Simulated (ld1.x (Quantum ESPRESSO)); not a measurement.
**Which change was made? (H, ultrasoft)**

```
Element                 : H
Generator               : ld1.x (Quantum ESPRESSO) 7.5
Type                    : ultrasoft
Functional              : PBE
Relativity              : scalar-relativistic
Frozen core             : none
Valence charge          : 1
Reference configuration : 1s1
Partial waves           : 1s (bound): rcut 1.05, rcutus 1.40 bohr; 1s channel at -0.1 Ry: rcut 1.05, rcutus 1.40 bohr; 2p channel at 0.1 Ry: rcut 1.10, rcutus 1.30 bohr; 2p channel at 0.85 Ry: rcut 1.10, rcutus 1.30 bohr
Local potential         : all-electron potential smoothed inside 1.10 bohr (lloc = -1)
Core correction         : none
Augmentation charge     : PSQ, radius 1.10 bohr
```

Cutoffs, loose and tight: the cutoffs (Ry, on a coarse ladder) from which the occupation-weighted sum of valence levels, in a spherical-Bessel basis at the reference potential, stays within 10 and 1 mRy of its value at 400 Ry. They do not see the model core or the augmentation charge, which bear on the density cutoff. Test errors are all-electron minus pseudo excitation energies from the reference, over the configurations 1s0.5; variants that change the core or the reference have their own tests.

The base gives: outcome: generated; cutoff, loose: 12 Ry; cutoff, tight: 21 Ry; bound ghosts: none.

(1) After one change the result is: outcome: generated; cutoff, loose: 8 Ry; cutoff, tight: 10 Ry; bound ghosts: none. Which change was it?
A. type TM; waves now 1s (bound): rc 1.40 bohr; 2p channel at 0.1 Ry: rc 1.30 bohr; local potential all-electron potential smoothed inside 1.10 bohr (lloc = -2)
B. all radii scaled by about 1.33 (s 1.86, p 1.72 bohr, rcut 1.40/1.46); local potential all-electron potential smoothed inside 1.46 bohr (lloc = -1); augmentation PSQ, radius 1.46 bohr
C. waves 1s (bound): rcut 1.05, rcutus 2.02 bohr; 1s channel at -0.1 Ry: rcut 1.05, rcutus 2.02 bohr

Answers

(1) C. The others give: type TM; waves now 1s (bound): rc 1.40 bohr; 2p channel at 0.1 Ry: rc 1.30 bohr; local potential all-electron potential smoothed inside 1.10 bohr (lloc = -2) → outcome: generated; cutoff, loose: 18 Ry; cutoff, tight: 30 Ry; bound ghosts: none | all radii scaled by about 1.33 (s 1.86, p 1.72 bohr, rcut 1.40/1.46); local potential all-electron potential smoothed inside 1.46 bohr (lloc = -1); augmentation PSQ, radius 1.46 bohr → outcome: generated; cutoff, loose: 10 Ry; cutoff, tight: 12 Ry; bound ghosts: none.
